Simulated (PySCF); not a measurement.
Compound: C3H5ClF2O.
Geometry (PBE0-D3(BJ)/def2-SVP, Å), atoms numbered from 1 in this order:
```xyz
12
C3H5ClF2O angstrom
F     -2.2748   -0.5967    1.1089
C     -1.6162    0.4404    0.5057
O     -0.8116   -0.0211   -0.5074
C      0.3128   -0.7505   -0.1065
C      1.5251    0.1078    0.1904
F      1.3258    0.8466    1.3139
Cl     1.8947    1.1992   -1.1609
H     -2.3565    1.1072    0.0389
H     -1.0449    0.9670    1.2888
H      0.5719   -1.4357   -0.9270
H      0.0991   -1.3607    0.7891
H      2.4145   -0.5233    0.3446
```

Method: PBE0-D3(BJ)/def2-SVP geometry optimisation, gas phase in PySCF.

Take the most abundant isotopes and a rigid rotor. The values belong to one conformer with, in the numbering `[F:1][CH2:2][O:3][CH2:4][C@H:5]([F:6])[Cl:7]`, F1–C2–O3–C4 -70°, C2–O3–C4–C5 -87°, O3–C4–C5–F6 69°.

Give the principal moments of inertia and the rotational constants in MHz.

Ia = 116.62, Ib = 438.12, Ic = 478.46 u·Å²; 505379 MHz·u·Å²/I gives A = 4334, B = 1154, C = 1056 MHz.

Classify the top.

A near-prolate asymmetric top: κ = (2 × 1154 − 4334 − 1056)/(4334 − 1056) = -0.94.

What does the inertial defect say?

Not planar: Δ = Ic − Ia − Ib = -76.29 u·Å². For a rigid frame Δ = −2 Σ m c², so Σ m c² = 38.14 u·Å² lies off the ab plane: 11.23 from hydrogen and 26.92 from heavier atoms. The atom farthest from that plane is 1.85 Å away.

List the rotational levels J(Ka,Kc) to J = 2 (cm⁻¹).

Above 0(0,0):
J = 1: 1(0,1) 0.0737, 1(1,1) 0.1798, 1(1,0) 0.1830
J = 2: 2(0,2) 0.2211, 2(1,2) 0.3240, 2(1,1) 0.3337, 2(2,1) 0.6519, 2(2,0) 0.6520
The levels of one J sum to (2J + 1)J(J + 1)(A + B + C)/3.

Which lines would a microwave search look for?

The dipole components are |μa| = 0.44 D, |μb| = 0.63 D, |μc| = 1.18 D. The squared components, which scale the intensities, stand as 0.14 : 0.29 : 1.00 (a : b : c). Some lines, for components of 0.1 D or more:

| type | branch | J(Ka,Kc) | MHz | lower level (cm⁻¹) |
| --- | --- | --- | --- | --- |
| b | Q | 1(1,0) ← 1(0,1) | 3277 | 0.074 |
| b | R | 3(0,3) ← 2(1,2) | 3536 | 0.324 |
| a | R | 2(1,2) ← 1(1,1) | 4322 | 0.180 |
| a | R | 2(0,2) ← 1(0,1) | 4417 | 0.074 |
| b | R | 1(1,1) ← 0(0,0) | 5390 | 0.000 |
| a | R | 3(1,3) ← 2(1,2) | 6482 | 0.324 |
| a | R | 3(0,3) ← 2(0,2) | 6621 | 0.221 |
| a | R | 3(2,2) ← 2(2,1) | 6629 | 0.652 |
| a | R | 3(2,1) ← 2(2,0) | 6638 | 0.652 |
| a | R | 3(1,2) ← 2(1,1) | 6774 | 0.334 |
| b | R | 2(1,2) ← 1(0,1) | 7502 | 0.074 |
| c | R | 2(2,0) ← 1(1,0) | 14059 | 0.183 |
| b | R | 2(2,0) ← 1(1,1) | 14156 | 0.180 |
| b | Q | 3(3,1) ← 3(2,2) | 16145 | 0.873 |
| b | R | 3(2,1) ← 2(1,2) | 16472 | 0.324 |
| c | R | 3(3,1) ← 2(2,1) | 22774 | 0.652 |

Stationary, but not proved a minimum. These are rigid-rotor constants of the computed structure; measured ground-state constants (B0) also hold zero-point vibration. Quadrupole hyperfine structure (35Cl) is left out.

Time: 80 s of wall time; peak memory 0.50 GiB. Hardware: Arm Neoverse V1, one thread, no GPU (shared host). These figures are those of the optimisation.
